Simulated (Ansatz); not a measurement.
Stepwise reaction of `[SeH][InH2]` with hydrogen fluoride, as a gas-phase model of exchange steps in deposition or etching. ΔE in kJ/mol; ΔG adds harmonic PBE0-D4 terms to CCSD(T)/CBS, at 1 bar.

Isolated molecules relaxed with PBE0-D4/def2-TZVP in Ansatz; ΔE leaves out vibrations. CCSD(T)/CBS is the MP2 limit (def2-TZVPP, def2-QZVPP) plus CCSD(T) − MP2 in def2-TZVPP, frozen cores. This one scheme is used for every species. Functionals use def2-TZVPP. B3LYP here is the variant with VWN-RPA as its local correlation; programs differ in this. Elements past krypton have def2 core potentials. For In, Se outer-core shells are correlated without core-valence functions, which leaves a few kJ/mol of doubt a bond. Scalar relativity is left out up to krypton. One conformer a species, not always the lowest.

```
step                                          reaction  PBE-D4  B3LYP-D4  ωB97M-V  CCSD(T)/CBS  ΔG(400 K)
   2  `[F][InH][SeH]` + H–F → `[F][In]([F])[SeH]` + H₂   -26.6     -27.9    -23.2        -24.3      -25.3
```

Task: Give the row of step 1, `[SeH][InH2]` + H–F → `[F][InH][SeH]` + H₂. (Estimate.)

Result: Ansatz gave: 
```tsv
step	reaction	PBE-D4	B3LYP-D4	ωB97M-V	CCSD(T)/CBS	ΔG(400 K)
1	`[SeH][InH2]` + H–F → `[F][InH][SeH]` + H₂	-51.6	-52.9	-47.8	-49.2	-50.1
```

Task: By hand: ΔE of the 2 steps together at CCSD(T)/CBS.

Result: (-49.2) + (-24.3) = -73.5 kJ/mol, or -36.8 kJ/mol a step.

In ΔE each step is higher than the one before. All are downhill at CCSD(T)/CBS. ΔG lies between -50.1 and -25.3 kJ/mol a step. PBE-D4 differs from CCSD(T)/CBS by -2.4 to -2.3 kJ/mol a step. Isolated molecules leave out the surface, adducts and barriers. Largest T1 diagnostic: 0.015.
